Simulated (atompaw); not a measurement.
What one change does to a pseudopotential (C (Z = 6), PAW (atompaw))

C (Z = 6), PAW, made with atompaw 4.2.0.5 (PBEsol, scalar-relativistic). Core [He], reference 2s2 2p2. Waves: 2s (bound): rc 1.00 bohr; 2s channel at 1.85 Ry: rc 3.00 bohr; 2p (bound): rc 3.00 bohr; 2p channel at 2.55 Ry: rc 3.00 bohr. Local part: bessel scheme, radius 2.10 bohr. Core correction: smooth core density matched at 1.90 bohr. Augmentation charge: sinc compensation charge, radius 2.40 bohr; PAW radius 3.00 bohr; waves and projectors: custom rrkj gramschmidtortho.

Change: local potential troulliermartins scheme with l = 2 at 0 Ry, radius 2.10 bohr.

Cutoffs: the cutoffs (Ry, on a coarse ladder) from which the occupation-weighted sum of valence levels, in a spherical-Bessel basis at the reference potential, stays within 10 and 1 mRy of its value at 400 Ry; they do not see the model core or the augmentation charge, which bear on the density cutoff.

What does the change do?

The potential gets neither clearly harder nor softer (30 Ry and 40 Ry → 30 Ry and 40 Ry); the range in which the s phases agree narrows (upper end 4.1 → 0.6); neither file shows a bound ghost.

```csv
quantity,base,changed
"cutoff, loose",30 Ry,30 Ry
"cutoff, tight",40 Ry,40 Ry
bound ghosts,none,none
s: phases at 3.00 bohr within 0.05 rad from the reference energy up to (Ry; the scan ends near 5),4.1,0.6
p: phases at 3.00 bohr within 0.05 rad from the reference energy up to (Ry; the scan ends near 5),4.7,5.0
lowest overlap eigenvalue by channel,"s 0.69, p 0.79","s 0.68, p 0.77"
```

 The cutoffs see the waves, projectors and local potential, not the compensation charge or the core.
